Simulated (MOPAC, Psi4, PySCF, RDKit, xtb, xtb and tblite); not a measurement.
Two geometries of C2H4BrF3Si, SMILES FC(F)(F)[SiH2]CBr, relaxed at GFN2-xTB with one dihedral held; other torsions can differ between them too.

Structure A

```
11

F     -2.4846     1.1406     0.1825
C     -1.6355     0.0901     0.2375
F     -2.1508    -0.8446    -0.5763
F     -1.7227    -0.3900     1.4901
Si     0.1532     0.6786    -0.2713
C      1.4523    -0.6832     0.0662
Br     0.6950    -2.4884     0.2297
H      0.4113     1.8467     0.5654
H      0.0261     0.9353    -1.7035
H      2.1834    -0.7381    -0.7367
H      1.9843    -0.5096     1.0001
```

Structure B

```
11

F     -2.5681     0.9688     0.0246
C     -1.5903     0.0686     0.2241
F     -1.9353    -1.0304    -0.4763
F     -1.6562    -0.2811     1.5252
Si     0.1631     0.7464    -0.2841
C      1.3582    -0.6958     0.0562
Br     2.9887    -0.3933    -0.9805
H      0.4396     1.8987     0.5672
H      0.0580     1.0294    -1.7124
H      1.6679    -0.7740     1.0967
H      0.9733    -1.6620    -0.2683
```

### Question
Which is lower in energy at the level DF-MP2 (frozen core)/cc-pVTZ // GFN2-xTB (Psi4), and by how much?

### Answer
B is lower, by 14.07 kJ/mol (dihedral C2–Si5–C6–Br7: 20° in A, 160° in B).

E(B) − E(A) in kJ/mol at the other levels, on the same two geometries: GFN2-xTB (xtb and tblite) -18.31; MMFF94 // GFN2-xTB (RDKit) -20.40; PBE/def2-SVP // GFN2-xTB (Psi4) -11.90; PBE-D3(BJ)/def2-SVP // GFN2-xTB (Psi4) -10.91; HF/cc-pVTZ // GFN2-xTB (Psi4) -17.30; UFF // GFN2-xTB (RDKit) -9.63; PM6, restricted, heats of formation // GFN2-xTB (MOPAC) -11.81; AM1, restricted, heats of formation // GFN2-xTB (MOPAC) -12.50; GFN1-xTB // GFN2-xTB (xtb) -11.45; restricted B3LYP/6-31G*, spherical d, density fitting // GFN2-xTB (PySCF) -12.04; restricted B3LYP/LANL2DZ, with its core potentials past Ne // GFN2-xTB (PySCF) -13.36; restricted Hartree-Fock/LANL2DZ, with its core potentials past Ne // GFN2-xTB (PySCF) -16.45; restricted M06-2X/6-31G*, spherical d, density fitting // GFN2-xTB (PySCF) -10.74.

MMFF94 has few fitted parameters for silicon.
